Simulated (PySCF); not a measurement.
**C₆ coefficients of unlike pairs at UHF**

Calculated with PySCF 2.14 from the dipole response of each species, C₆(A,B) = (3/π) ∫ α_A(iu) α_B(iu) du, in atomic units, from isotropic polarisabilities. For ions this is the dispersion term alone; charge-induced terms of lower order in 1/R come first.

| species | configuration | basis | relativity | α (bohr³) | C₆ (like pair) |
| --- | --- | --- | --- | --- | --- |
| Pd(3+) | [Kr] 4d7 (4F) | x2c-QZVPPall with one added diffuse shell each of s, p, d, f, g type (14s9p8d5f3g) | spin-free X2C | 4.093 | 18.56 |
| Te(2+) | [Kr] 4d10 5s2 5p2 (3P) | aug-cc-pwCVTZ-PP with ECP28MDF (8s7p6d4f1g) | core potential | 15.52 | 105.1 |
| O- | [He] 2s2 2p5 (2P) | aug-cc-pCVTZ-DK with one added diffuse shell each of s, p, d, f type (8s7p5d3f) | spin-free X2C | 20.06 | 90.37 |
| P(2+) | [Ne] 3s2 3p1 (2P) | aug-cc-pV(T+d)Z with one added diffuse shell each of s, p, d, f type (7s6p5d3f) | none | 9.576 | 35.15 |

**Question.** Estimate C₆ for Te(2+) with Pd(3+).

**Answer.** The integral gives 40.78. The combination rule 2 C_A C_B / (C_A α_B/α_A + C_B α_A/α_B) gives 39.78 and the geometric mean 44.17.

No spin-orbit coupling is included.

The other pairs:

| pair | C₆ |
| --- | --- |
| O-, Te(2+) | 94.99 |
| P(2+), O- | 55.59 |
| O-, Pd(3+) | 34.17 |
| P(2+), Pd(3+) | 22.40 |
| P(2+), Te(2+) | 60.42 |
